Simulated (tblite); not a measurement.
Compound: C₂H₁₀OSSi₂ (charge +1 and doublet state).
Atom-mapped SMILES: `[CH3:1][S+:2][Si@@H:3]([CH3:4])[SiH2:5][OH:6]` (hydrogens: H7, H8, H9 on C1; H10 on Si3; H11, H12, H13 on C4; H14, H15 on Si5; H16 on O6)

Structure optimised with GFN2-xTB, isolated species. This method treats the open shell by occupation alone, without spin polarisation.

What internal coordinates does the optimisation give?

```
                  bond  length (bohr)
                 C1–S2          3.432
                S2–Si3          4.081
                Si3–C4          3.579
               Si3–Si5          4.624
                Si5–O6          3.021
   C1–H7, C1–H8, C1–H9          2.051
               Si3–H10          2.754
C4–H11, C4–H12, C4–H13          2.057
               Si5–H14          2.748
               Si5–H15          2.761
                O6–H16          1.807
```

Bonds in one row agree within 0.02 bohr and their mean is given. A selection of angles:
```
      angle  degrees
   S2–C1–H7    106.4
   S2–C1–H8    110.1
   H7–C1–H8    109.5
   H8–C1–H9    111.0
  C1–S2–Si3    104.1
  S2–Si3–C4    113.4
 S2–Si3–Si5    102.7
 S2–Si3–H10    103.1
 C4–Si3–Si5    108.8
 C4–Si3–H10    118.5
Si5–Si3–H10    109.1
 Si3–C4–H11    110.6
 Si3–C4–H13    112.5
 H11–C4–H12    107.4
 Si3–Si5–O6     91.5
Si3–Si5–H14    110.0
Si3–Si5–H15    107.6
 O6–Si5–H14    115.2
 O6–Si5–H15    113.5
H14–Si5–H15    115.9
 Si5–O6–H16    130.4
```

Torsions: C1–S2–Si3–C4 -26° (synperiplanar); S2–Si3–Si5–O6 175° (antiperiplanar); H16–O6–Si5–Si3 -177° (antiperiplanar).

Si3 (silicon bonded to C, S, Si and H) is distorted tetrahedral (angles from 102.7° to 118.5°). Si5 (silicon bonded to O, Si and 2 H) has angles from 91.5° to 115.9°. S2 (sulfur bonded to C and Si) is bent (angle 104.1°).

Point group: C1 (no symmetry element, even within 0.4 Å). Its GFN2-xTB frequencies are all real (lowest 33 cm⁻¹). Torsions: C1–S2–Si3–C4 -26°, S2–Si3–Si5–O6 175°, Si3–Si5–O6–H -177°.

One conformer stands for the species.

These are computed values.
